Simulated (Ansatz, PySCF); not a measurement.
F4HSTa, SMILES [Ta]([F])([F])([F])([F])[SH], multiplicity 1. Atoms are numbered in the order given.

```xyz
7

Ta     0.0215    -0.1614     0.0000
F      1.8938     0.1102     0.0000
F     -1.8640    -0.2082     0.0000
F      0.1038    -1.0373    -1.6498
F      0.1038    -1.0373     1.6498
S     -0.2599     2.2111     0.0000
H      1.0632     2.5007     0.0000
```
Charge 0, spin multiplicity 1.

Coordinates come from a B3LYP-D3(BJ)/def2-SVP optimisation. The spin state was assumed, not searched. The structure was generated by enumeration; whether it is a known compound was not checked. The def2 effective core potentials stand for the cores of Ta; spin–orbit coupling is left out. The values are those of a single conformer.

Two levels are set side by side: PBE-D3(BJ)/def2-SVP (Ansatz, a first-principles code) and B3LYP-D3(BJ)/def2-SVP (Ansatz). Each level has its own optimised geometry; the coordinates shown are those of the second. Frequencies come from the Hessian of PySCF at each geometry. Differences are taken from unrounded values.

```
quantity                            B3LYP-D3(BJ)  PBE-D3(BJ)  PBE-D3(BJ) minus B3LYP-D3(BJ)
----------------------------------  ------------  ----------  -----------------------------
mean bond length (Å)                       1.877       1.883                          0.006
bond Ta1–F2 (Å)                            1.892       1.899                          0.007
bond Ta1–F3 (Å)                            1.886       1.893                          0.007
bond Ta1–F4 (Å)                            1.870       1.876                          0.007
bond Ta1–F5 (Å)                            1.870       1.876                          0.007
bond Ta1–S6 (Å)                            2.389       2.390                          0.001
bond S6–H7 (Å)                             1.354       1.364                          0.010
highest harmonic wavenumber (cm⁻¹)          2673        2617                            -56
mean harmonic wavenumber (cm⁻¹)              540         525                            -15
zero-point energy (kcal/mol)               11.58       11.25                          -0.33
```

Exact exchange shortens and stiffens bonds; PBE has none. Differences between two approximate levels are no errors against the true value.
